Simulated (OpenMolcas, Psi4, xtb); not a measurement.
How methods differ on B2O2 (diboron dioxide)

The species is B2O2 (4 atoms), meant as a singlet with charge 0. As SMILES, `O=BB=O`. The coordinates come from a PBE0-D4/def2-TZVP relaxation.

```jsonl
{"atom": "O", "x (Å)": "-0.7431", "y (Å)": "0.4598", "z (Å)": "1.8176"}
{"atom": "B", "x (Å)": "-0.3023", "y (Å)": "0.1871", "z (Å)": "0.7391"}
{"atom": "B", "x (Å)": "0.3021", "y (Å)": "-0.1869", "z (Å)": "-0.7392"}
{"atom": "O", "x (Å)": "0.7432", "y (Å)": "-0.4599", "z (Å)": "-1.8175"}
```

Quantity: the HOMO–LUMO gap, in eV. The values are calculated.

```tsv
level	kind	program	value (eV)
GFN2-xTB	semi-empirical	xtb	5.72
HF/aug-cc-pVDZ	Hartree–Fock	OpenMolcas	15.35
SVWN5/aug-cc-pVDZ	LDA	OpenMolcas	6.15
revPBE/aug-cc-pVDZ	GGA	Psi4	6.15
TPSS/aug-cc-pVDZ	meta-GGA	Psi4	6.33
r2SCAN/aug-cc-pVDZ	meta-GGA	OpenMolcas	6.63
BHLYP/aug-cc-pVDZ	global hybrid	Psi4	10.91
wB97X/aug-cc-pVDZ	range-separated hybrid	Psi4	13.24
B2PLYP/aug-cc-pVDZ	double hybrid	OpenMolcas	11.17
```

The values span 5.72 to 15.35 eV. Orbital gaps aren't excitation energies, and those of double hybrids come from the SCF part alone; they tend to grow with the share of exact exchange.
